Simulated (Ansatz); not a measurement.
## Nudged elastic band run: ClFGeH₄O

Input file:

```yaml
crystal:
  periodic: [false, false, false]
  atoms:
    - { symbol: Ge, position_ang: [-0.116269, 0.237295, -0.150647] }
    - { symbol: F, position_ang: [-0.250191, 0.132546, 1.57675] }
    - { symbol: H, position_ang: [1.329335, 0.0932, -0.568546] }
    - { symbol: H, position_ang: [-0.798754, 1.550773, -0.506189] }
    - { symbol: Cl, position_ang: [-1.340688, -1.337647, -0.954373] }
    - { symbol: O, position_ang: [1.101111, -2.18122, 1.065361] }
    - { symbol: H, position_ang: [0.405906, -2.772552, 0.781042] }
    - { symbol: H, position_ang: [0.727751, -1.723693, 1.819001] }
basis:
  gaussian: { orbitals: def2-SVP }
hamiltonian:
  xc: { name: BHLYP }
  dispersion: d4
neb:
  order_check: false
  images: 5
  f_tol: 0.05
  max_iterations: 60
  final_atoms:
    - { symbol: Ge, position_ang: [-0.06918534, -0.39918706, -0.31206027] }
    - { symbol: F, position_ang: [0.98892854, 0.12492039, 2.31361326] }
    - { symbol: H, position_ang: [1.27498319, 0.17703388, -0.71191585] }
    - { symbol: H, position_ang: [-1.11285741, 0.56852454, 0.20966736] }
    - { symbol: Cl, position_ang: [-0.9025836, -1.4131586, -2.03174347] }
    - { symbol: O, position_ang: [0.17573166, -1.70939575, 0.87508221] }
    - { symbol: H, position_ang: [-0.07967315, -2.58651814, 0.59605712] }
    - { symbol: H, position_ang: [0.78285712, -0.76351725, 2.12369864] }
  initial_path:
    images:
      - { positions_ang: [[-0.116269, 0.237295, -0.150647], [-0.250191, 0.132546, 1.57675], [1.329335, 0.0932, -0.568546], [-0.798754, 1.550773, -0.506189], [-1.340688, -1.337647, -0.954373], [1.101111, -2.18122, 1.065361], [0.405906, -2.772552, 0.781042], [0.727751, -1.723693, 1.819001]] }
      - { positions_ang: [[-0.07741227, 0.16024979, -0.09636129], [-0.16507524, 0.07973296, 1.73181709], [1.37311017, 0.06613201, -0.5481829], [-0.77546268, 1.46055075, -0.4981907], [-1.24379171, -1.48902605, -0.88726998], [0.99045054, -2.05822604, 0.92172042], [0.31478184, -2.6993832, 0.64657205], [0.64160035, -1.52132824, 1.79229431]] }
      - { positions_ang: [[-0.03855554, 0.08320459, -0.04207559], [-0.07995947, 0.02691993, 1.88688417], [1.41688534, 0.03906402, -0.5278198], [-0.75217137, 1.37032851, -0.4901924], [-1.14689542, -1.6404051, -0.82016696], [0.87979009, -1.93523208, 0.77807985], [0.22365768, -2.6262144, 0.5121021], [0.55544969, -1.31896347, 1.76558763]] }
      - { positions_ang: [[0.00030119, 0.00615938, 0.01221012], [0.00515629, -0.02589311, 2.04195126], [1.46066051, 0.01199604, -0.50745669], [-0.72888005, 1.28010626, -0.4821941], [-1.04999913, -1.79178415, -0.75306394], [0.76912963, -1.81223811, 0.63443927], [0.13253352, -2.5530456, 0.37763215], [0.46929904, -1.11659871, 1.73888094]] }
      - { positions_ang: [[-0.02286099, -0.1289561, -0.09588001], [0.33308037, 0.02437806, 2.13250526], [1.39876807, 0.06700865, -0.57560974], [-0.8568725, 1.04291236, -0.25157361], [-1.00086062, -1.66557563, -1.17929045], [0.57133031, -1.77795733, 0.71465358], [0.06179797, -2.56420311, 0.45044047], [0.5738184, -0.99890489, 1.8671535]] }
      - { positions_ang: [[-0.04602317, -0.26407158, -0.20397014], [0.66100446, 0.07464922, 2.22305926], [1.33687563, 0.12202126, -0.64376279], [-0.98486496, 0.80571845, -0.02095313], [-0.95172211, -1.53936712, -1.60551696], [0.37353098, -1.74367654, 0.79486789], [-0.00893759, -2.57536063, 0.52324879], [0.67833776, -0.88121107, 1.99542607]] }
      - { positions_ang: [[-0.06918534, -0.39918706, -0.31206027], [0.98892854, 0.12492039, 2.31361326], [1.27498319, 0.17703388, -0.71191585], [-1.11285741, 0.56852454, 0.20966736], [-0.9025836, -1.4131586, -2.03174347], [0.17573166, -1.70939575, 0.87508221], [-0.07967315, -2.58651814, 0.59605712], [0.78285712, -0.76351725, 2.12369864]] }
```

Run as:

```bash
$ ansatz run input.yaml --threads 2 --pin off --max-ram 3072MiB --backend cpu --events-out ev --progress --plain --runs-dir out
```

Output, in part (warnings, iteration lines, the closing report on the highest movable image, with atoms numbered from 0):

```
NEB end point (image 0): max|allowed force component| = 3.174e-3 eV/Å (the criterion of neb.relax_end_points is 1.000e-2)
NEB end point (image 6): max|allowed force component| = 1.202e-2 eV/Å (the criterion of neb.relax_end_points is 1.000e-2)
NEB iter   1: max|band force component| = 5.119e0 eV/Å  barrier→ = 3.8434 eV  barrier← = 3.6542 eV  Δτ_max = 0.1961 Å  (189 SCF iters)
NEB iter   2: max|band force component| = 2.808e0 eV/Å  barrier→ = 2.1142 eV  barrier← = 1.9251 eV  Δτ_max = 0.2000 Å  (153 SCF iters)
NEB iter   3: max|band force component| = 3.813e0 eV/Å  barrier→ = 1.2311 eV  barrier← = 1.0419 eV  Δτ_max = 0.0989 Å  (150 SCF iters)
NEB iter   4: max|band force component| = 1.209e0 eV/Å  barrier→ = 1.0382 eV  barrier← = 0.8490 eV  Δτ_max = 0.1937 Å  (153 SCF iters)
NEB iter   5: max|band force component| = 1.332e0 eV/Å  barrier→ = 0.9413 eV  barrier← = 0.7521 eV  Δτ_max = 0.0990 Å  (150 SCF iters)
NEB iter   6: max|band force component| = 6.700e-1 eV/Å  barrier→ = 0.9009 eV  barrier← = 0.7118 eV  CI = image 3  Δτ_max = 0.1947 Å  (150 SCF iters)
NEB iter   7: max|band force component| = 2.790e-1 eV/Å  barrier→ = 0.9944 eV  barrier← = 0.8052 eV  CI = image 3  Δτ_max = 0.0991 Å  (151 SCF iters)
NEB iter   8: max|band force component| = 2.826e-1 eV/Å  barrier→ = 0.9400 eV  barrier← = 0.7509 eV  CI = image 3  Δτ_max = 0.0501 Å  (149 SCF iters)
NEB iter   9: max|band force component| = 2.185e-1 eV/Å  barrier→ = 0.9209 eV  barrier← = 0.7318 eV  CI = image 3  Δτ_max = 0.0999 Å  (153 SCF iters)
NEB iter  10: max|band force component| = 1.943e-1 eV/Å  barrier→ = 0.8879 eV  barrier← = 0.6988 eV  CI = image 3  Δτ_max = 0.1010 Å  (150 SCF iters)
NEB iter  11: max|band force component| = 3.336e-1 eV/Å  barrier→ = 0.8737 eV  barrier← = 0.6845 eV  CI = image 3  Δτ_max = 0.0497 Å  (149 SCF iters)
NEB iter  12: max|band force component| = 9.077e-2 eV/Å  barrier→ = 0.8730 eV  barrier← = 0.6839 eV  CI = image 3  Δτ_max = 0.0152 Å  (158 SCF iters)
NEB iter  13: max|band force component| = 6.791e-2 eV/Å  barrier→ = 0.8724 eV  barrier← = 0.6832 eV  CI = image 3  Δτ_max = 0.0332 Å  (128 SCF iters)
NEB iter  14: max|band force component| = 5.684e-2 eV/Å  barrier→ = 0.8716 eV  barrier← = 0.6825 eV  CI = image 3  Δτ_max = 0.0134 Å  (144 SCF iters)
NEB iter  15: max|band force component| = 3.240e-2 eV/Å  barrier→ = 0.8708 eV  barrier← = 0.6817 eV  CI = image 3  Δτ_max = 0.0000 Å  (269 SCF iters)
Total energy: -73853.86796711 eV, -2714.0795878416 hartree
Atom 0 at     0.085028    -0.241421    -0.130706 Å, force    -0.005721     0.036846    -0.004790 eV/Å
Atom 1 at     0.743808     0.192371     1.757480 Å, force    -0.006389     0.013712     0.011815 eV/Å
Atom 2 at     1.381157     0.279033    -0.704274 Å, force    -0.004218    -0.011293     0.004580 eV/Å
Atom 3 at    -1.146136     0.577270     0.194476 Å, force     0.013442    -0.012297     0.002755 eV/Å
Atom 4 at    -0.713705    -1.479333    -1.783185 Å, force    -0.003115    -0.008901    -0.007617 eV/Å
Atom 5 at     0.387553    -1.791425     0.958187 Å, force     0.019270    -0.019195    -0.026504 eV/Å
Atom 6 at    -0.272294    -2.482071     1.025470 Å, force    -0.008201     0.010275     0.019128 eV/Å
Atom 7 at     0.592790    -1.055723     1.744951 Å, force    -0.005068    -0.009148     0.000633 eV/Å
Dipole moment:    -0.137930    -0.227651     0.266102 e Å
```

The run converged. A vibrational analysis at the climbing image gives one clearly imaginary mode, 666i cm⁻¹: a first-order saddle point. The orbitals stay closed-shell, which can raise the energy where a bond breaks towards radicals; this wasn't checked here.

Final band (atoms are numbered from 1 in the order of the input):

| image | path coordinate (Å) | energy (kcal/mol) | Ge1–F2 (Å) | O6–H8 (Å) | Ge1–O6 (Å) |
| --- | --- | --- | --- | --- | --- |
| 0 | 0.00 | 0.0 | 1.74 | 0.96 | 2.97 |
| 1 | 0.89 | 5.6 | 1.75 | 0.96 | 2.65 |
| 2 | 1.78 | 12.5 | 1.80 | 0.96 | 2.14 |
| 3 | 2.66 | 20.1 | 2.05 | 1.10 | 1.92 |
| 4 | 3.06 | 10.9 | 2.32 | 1.40 | 1.83 |
| 5 | 3.46 | 4.9 | 2.68 | 1.61 | 1.79 |
| 6 | 3.86 | 4.4 | 2.88 | 1.68 | 1.78 |

Run time: 5.4 min on 2 threads of Arm Neoverse N1, on a shared host, peak memory 0.24 GiB.
